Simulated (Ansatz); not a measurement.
`[NH2][GeH2][Cl]` + H₂ → `[NH2][GeH3]` + HCl  (hydrogenolysis of a Ge–Cl bond)

Program: Ansatz. Geometries: PBE0-D4/def2-TZVP. ΔE: electronic, gas phase. CBS: MP2 limit from def2 TZ/QZ plus the TZ coupled-cluster correction, frozen cores. This one scheme is used for every species. DFT in def2-TZVPP. HSE06 is defined as in plane-wave codes. For Ge outer-core shells are correlated without core-valence functions, which leaves a few kJ/mol of doubt a bond. Scalar relativity is left out up to krypton. One conformer a species, not always the lowest.

Q: Is it downhill or uphill in electronic energy at CCSD(T)/CBS, and by how much? (Estimate.)

A: Computed: Uphill: ΔE = +17.0 kcal/mol.

Q: What do these levels give: r2SCAN-D4, HSE06-D4, ωB97X-V, revPBE, BLYP, r2SCAN, BHLYP, LC-ωPBE, RPA@PBE/def2-TZVPP, SCS-MP2/def2-TZVPP, HF/CBS(def2), CCSD/CBS(def2)? (Estimate.)

A: Ansatz gave: r2SCAN-D4 18.5, HSE06-D4 17.3, ωB97X-V 17.2, revPBE 16.6, BLYP 16.4, r2SCAN 18.3, BHLYP 16.2, LC-ωPBE 15.6, RPA@PBE/def2-TZVPP 15.2, SCS-MP2/def2-TZVPP 17.5, HF/CBS(def2) 15.7, CCSD/CBS(def2) 16.3 kcal/mol.

Largest T1 diagnostic among the species: 0.011.

At CCSD(T), def2-SVP lies −2.6 kcal/mol from the extrapolated value and def2-TZVPP −0.7 kcal/mol. The D4 term adds +1.5 kcal/mol with B3LYP and +0.8 kcal/mol with PBE0; it sums over pairs of atoms, weighted by their polarisabilities, and B3LYP, whose exchange is more repulsive, gets the larger term. Leaving LDA and LC-ωPBE aside and taking each functional with its dispersion term where it has one, the values, not all of them listed here, spread over 2.1 kcal/mol, from B97M-V to r2SCAN-D4. LDA lies −0.9 kcal/mol from PBE without D4.

B3LYP here is the variant with VWN-RPA as its local correlation; programs differ in this.
